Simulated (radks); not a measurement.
Ionisation of the iodine ion I+, [Kr] 4d10 5s2 5p4, to [Kr] 4d10 5s2 5p3 as the strength of local exchange is varied. Method: Dirac Kohn-Sham, Slater X-alpha exchange (alpha = 2/3 is LDA exchange), no correlation, spin-unpolarised, spherical densities, finite nucleus; open shells fill j = l - 1/2 first; Fermi nuclear charge, rms radius 4.75 fm; computed with a radial shooting solver on a logarithmic mesh with Libxc functionals.

\begin{tabular}{lrrrrr}
alpha & E(I+) (hartree) & exchange (hartree) & IE (eV) & -e of the level emptied (eV) & <r> of it (bohr) \\ \hline
0.557 & -7079.60112 & -141.78068 & 17.006 & 12.652 (5p3/2) & 2.437 \\
0.667 & -7107.65353 & -170.41863 & 18.269 & 13.829 (5p3/2) & 2.379 \\
0.678 & -7110.46456 & -173.29398 & 18.398 & 13.949 (5p3/2) & 2.373 \\
0.721 & -7121.46321 & -184.55410 & 18.906 & 14.425 (5p3/2) & 2.352 \\
0.755 & -7130.17120 & -193.48015 & 19.311 & 14.805 (5p3/2) & 2.335 \\
0.832 & -7149.92937 & -213.76909 & 20.246 & 15.684 (5p3/2) & 2.299 \\
0.925 & -7173.86178 & -238.41084 & 21.402 & 16.776 (5p3/2) & 2.257 \\
0.97 & -7185.46894 & -250.38802 & 21.972 & 17.316 (5p3/2) & 2.237 \\
\end{tabular}

NIST Atomic Spectra Database: 19.131 eV (measured). The Delta-SCF value meets it near alpha = 0.74. Spin polarisation and multiplet splitting are left out, so open shells lie too high by an amount that depends on their filling.

Beside tabulated values, note that spin-unpolarised runs miss the spin-polarisation part of the exchange energy of open shells.
